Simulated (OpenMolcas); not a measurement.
# Levels of I⁵⁺ by method

```json
{
 "Program": "OpenMolcas 26.06",
 "Basis": "ANO-RCC [10s9p8d5f3g]",
 "Scalar Hamiltonian": "DKH2, point nucleus",
 "Active space": "2 electrons in 9 orbitals (RAS2 5s 5p; RAS3 5d, at most 2 electrons)",
 "State averaging": "2S+1 = 3 even, 3 roots; 2S+1 = 1 even, 7 roots; 2S+1 = 3 odd, 3 roots; 2S+1 = 1 odd, 3 roots",
 "Spin-orbit coupling": "state interaction with AMFI integrals over the reference wave functions, term energies averaged over their components"
}
```

Methods on the same reference wave functions:
A. RASSCF
B. SS-RASPT2, IPEA 0.25 Eh, imaginary shift 0.1 Eh (closed shells correlated: 4d)
C. MS-RASPT2, IPEA 0.25 Eh, imaginary shift 0.1 Eh (closed shells correlated: 4d)

Energies in eV above 5s2 1S0, the measured ground level; measured values from the list in Rauch et al., Astron. Astrophys. 606, A105 (2017).

```csv
Level,A,B,C,Measured
5s2 1S0,0.0000,0.0000,0.0000,0.0000
5s 5p 3P* 0,9.9582,10.716,10.783,10.6212
5s 5p 3P* 1,10.3828,11.116,11.184,11.0670
5s 5p 3P* 2,11.4800,12.237,12.305,12.3594
5s 5p 1P* 1,16.0885,15.574,15.642,15.7985
5p2 3P0,24.5644,24.938,25.005,24.8074
5p2 1D2 [62 %],25.1815,26.012,26.080,25.9662
5p2 3P1,25.3893,25.816,25.884,25.8475
5p2 3P2 [62 %],26.6966,27.289,27.357,27.5225
```

Deviations, from unrounded energies. A percentage is the sum of absolute deviations over the sum of measured energies, with the sign that they share, or ± where signs differ.

```csv
Against measurement,Levels,A,B,C
mean absolute deviation (cm-1),8,4900,940,1000
other configurations (%),8,±3.1,±0.6,±0.7
```

B lies closest to measurement on these levels and A furthest from it. The largest miss of B in the table is 5p2 3P2 [62 %], by -1900 cm-1. The ranking rests on the paired levels alone, and a cruder setting can come out closer through cancelling errors.

Between B and C the level of the table that moves most is 5p2 3P1, by 550 cm-1 (lowest in B, highest in C). Moves below CASPT2's spread within the term are not significant.

The lowest spin-free term lies below A's lowest term by 0.470 hartree in B, 0.473 hartree in C.

Term energies are means over components that CASPT2 splits; among the terms shown or strongly mixed into the levels shown the widest spread is 14 cm-1 (5p2 1D, C). Active for correlation alone: 5d; no level in the range computed is led by a configuration that fills it, so any true level of that kind is missing. Some terms mix strongly with configurations of 5d, whose occupation reaches 0.21 (5p2 1D). Measured partners are found by configuration, term and J. A level has none where our copy of the source lacks it or the pairing is in doubt (some pairs that miss far off the trend of their configuration count as doubtful), and it then counts in no deviation. Only configurations of the active space appear. The table leaves out levels that lie high or whose names do not pair safely across all columns.

A share in square brackets marks a mixed level and gives the weight of the term that names it, the lowest over the columns. * marks odd parity.
